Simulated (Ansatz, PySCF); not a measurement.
Process, species as SMILES: [SnH2] (SnH2) -> [SnH] (SnH) + H atom (the H-Sn bond at the site shown breaks; other sites are not compared here)
Geometries: B3LYP-D3(BJ)/def2-TZVP minima from Ansatz (a first-principles code). Unstable Hartree-Fock reference: [SnH2] (SnH2).
Geometry of the first species:
```
Sn
H 1 1.7807
H 1 1.7807 2 90.56
```
Charge 0, spin multiplicity 1.

Property: bond dissociation energy (enthalpy at 298 K, with B3LYP-D3(BJ) rigid-rotor harmonic-oscillator terms from PySCF), in kJ/mol. Valence correlation only, unless marked. UHF or UKS for open shells. Spin-orbit coupling is left out. The frozen core is the preceding noble-gas configuration, with the filled d and f shells of earlier blocks. In def2 rows, elements after Kr have scalar-relativistic effective core potentials. STO-3G rows are all-electron and non-relativistic. Basis-set limits of correlation are two-point, X^-3; Hartree-Fock from the larger set.

```json
[
 {"level": "BHLYP-D3(BJ)/def2-TZVPD", "program": "Ansatz + dftd3", "bond dissociation energy (kJ/mol)": "263.8"},
 {"level": "BHLYP-D4/def2-TZVPD", "program": "Ansatz + dftd4", "bond dissociation energy (kJ/mol)": "263.3"}
]
```

Task: What does CCSD(T)/CBS(def2-TZVPPD,def2-QZVPPD) (Ansatz) give?

Result: 268.2 kJ/mol, so BHLYP-D4/def2-TZVPD differs from it by -4.9 kJ/mol.
